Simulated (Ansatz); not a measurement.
Abridged output of a molecular run in Ansatz:

```
Functional definition: HF
905 factors; integrals over basis functions are off by at most 1.1e-3 eV
mean field evaluation 1: about -18049.9612 eV, gradient 4.7e1 eV
mean field evaluation 2: about -18049.9669 eV, gradient 4.7e1 eV
mean field evaluation 4: about -18054.6548 eV, gradient 2.9e0 eV
mean field evaluation 8: about -18054.6908 eV, gradient 1.9e-1 eV
mean field evaluation 16: about -18054.6818 eV, gradient 4.3e-1 eV
mean field -18054.69094046 eV, -663.4976541529 hartree, gradient 2.1e-6 eV, S^2 0.000000; 0 other end points of the search recorded, 0 dependent functions left out
12 core orbitals not correlated: weight in the atoms' cores, before any rotation towards them, 1.000 or more for the frozen orbitals, at most 0.000 for the correlated occupied ones
reference -18054.69094046 eV, -663.4976541529 hartree; 12, 12 occupied and 70, 70 virtual orbitals, 905 factors
second order -14.21635778 eV of doubles, -0.00000000 eV of singles
cycle   1  -14.86590847 eV  change   -6.5e-1 eV  update   9.3e-2
cycle   2  -15.28506549 eV  change   -4.2e-1 eV  update   2.8e-2
cycle   3  -15.38866316 eV  change   -1.0e-1 eV  update   1.5e-2
cycle   4  -15.38346642 eV  change    5.2e-3 eV  update   3.7e-3
cycle   5  -15.38201325 eV  change    1.5e-3 eV  update   1.5e-3
cycle   6  -15.38224331 eV  change   -2.3e-4 eV  update   4.3e-4
cycle   7  -15.38201923 eV  change    2.2e-4 eV  update   1.4e-4
cycle   8  -15.38199237 eV  change    2.7e-5 eV  update   4.1e-5
cycle   9  -15.38200223 eV  change   -9.9e-6 eV  update   1.2e-5
perturbative correction -0.34638045 eV, -0.0127292466 hartree
Total energy: -18070.41932313 eV, -664.0756615550 hartree
```

Its atoms:

Z-matrix (Å, degrees):
```
Si
N 1 1.727
H 1 1.491 2 111.8
H 1 1.483 2 108.0 3 -120.1
H 1 1.491 2 111.8 3 119.7
Al 2 1.775 1 130.8 3 120.0
H 2 1.012 1 114.2 3 -59.9
O 6 1.693 2 117.1 1 0.1
H 6 1.579 2 120.3 1 -180.0
H 8 0.955 6 123.7 2 -179.9
```

(1) Which basis set was used?
A. def2-QZVPP
B. cc-pV(Q+d)Z
C. def2-SVPD
D. def2-SVP

(2) Write the keys of the input that set method, charge and spin (a neutral closed shell needs none for the last two).

## Answers

(1) D. It gives 94 functions.

(2) 
```yaml
correlation: {method: ccsd_t}
```
